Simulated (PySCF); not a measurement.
CdHIS, SMILES [SH][Cd][I].

Geometry: B3LYP-D3(BJ)/def2-TZVP. The def2 effective core potentials stand for the cores of Cd, I; spin–orbit coupling is left out. One conformer was computed; it need not be the lowest.

Method: IEF-PCM-ωB97X/def2-SVP run with PySCF 2.14.0.

The values are the electrostatic part of the solvation free energy, E(continuum) − E(gas) at the gas-phase geometry, in a cavity of scaled van der Waals radii (PySCF's table); cavitation and dispersion terms are not included. A continuum can't describe solvent molecules that bind to the metal. In vacuum the orbital gap is 9.50 eV. The dipole moment in vacuum is 1.08 D.

```csv
solvent,ε,ΔG(elec) (kcal/mol),dipole (D),gap (eV)
water,78.36,-15.6,1.63,10.07
"N,N-dimethylformamide",37.22,…,…,…
chloroform,4.71,-10.6,1.44,9.88
```

### Question
Fill in the missing entries. (Estimate from the structure and the level; the computed values follow.)

### Answer

- N,N-dimethylformamide, ΔG(elec) (kcal/mol): -15.1
- N,N-dimethylformamide, dipole (D): 1.61
- N,N-dimethylformamide, gap (eV): 10.05
